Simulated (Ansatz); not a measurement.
CH8FNSi2 can be A, `C[SiH](F)[SiH2]N`, or B, `NC(F)([SiH3])[SiH3]`.

Gas-phase electronic energies from Ansatz, PBE0-D4/def2-TZVP geometries. CCSD(T)/CBS adds triple-zeta CCSD(T) − MP2 to the extrapolated MP2 energy (def2 sets, frozen cores). DFT in def2-TZVPP. B3LYP here is the variant with VWN-RPA as its local correlation; programs differ in this. One conformer a species, not always the lowest.

A:

```xyz
13

C    -0.796   -0.168    1.790
Si    0.806    0.270    0.944
F     1.996   -0.573    1.631
Si    0.747   -0.217   -1.354
N    -0.770    0.364   -1.947
H    -1.044   -1.224    1.660
H    -1.612    0.432    1.375
H    -0.739    0.042    2.861
H     1.111    1.709    1.179
H     1.808    0.515   -2.097
H     1.004   -1.678   -1.561
H    -0.886    0.511   -2.938
H    -1.626    0.017   -1.543
```

B:

```xyz
13

N     1.2117    0.7272   -0.7307
C     0.2817   -0.2176   -0.2674
F     0.5397   -1.5403   -0.7956
Si   -1.4669    0.2332   -0.8730
Si    0.4168   -0.3965    1.6240
H     1.1825    0.8918   -1.7285
H     2.1632    0.5639   -0.4285
H    -2.3974   -0.8895   -0.6029
H    -1.3847    0.4918   -2.3364
H    -1.9392    1.4560   -0.1757
H     1.8543   -0.5906    1.9571
H    -0.3758   -1.5654    2.0763
H    -0.0860    0.8361    2.2813
```

(1) Which is lower in electronic energy at CCSD(T)/CBS, and by how much? (Estimate.)

(2) Give E(B) − E(A) in kcal/mol with B3LYP-D4, PBE-D4, B2PLYP, ωB97M-V, B3LYP, r2SCAN-D4, CCSD/def2-TZVPP. (Estimate.)

Largest T1 diagnostic: 0.013.

Answers

(1) Ansatz gave: A, by 80.7 kcal/mol.

(2) Ansatz gave: B3LYP-D4 77.3, PBE-D4 74.7, B2PLYP 79.6, ωB97M-V 77.0, B3LYP 78.4, r2SCAN-D4 78.7, CCSD/def2-TZVPP 80.3. None reverses the order clearly.

In def2-TZVPP, CCSD(T) changes the Hartree–Fock value by −3.8 kcal/mol (the triples alone add −1.3 kcal/mol) and MP2 by −1.1 kcal/mol. The D4 term adds −1.1 kcal/mol with B3LYP and −0.5 kcal/mol with PBE0; it sums over pairs of atoms, weighted by their polarisabilities, and B3LYP, whose exchange is more repulsive, gets the larger term.
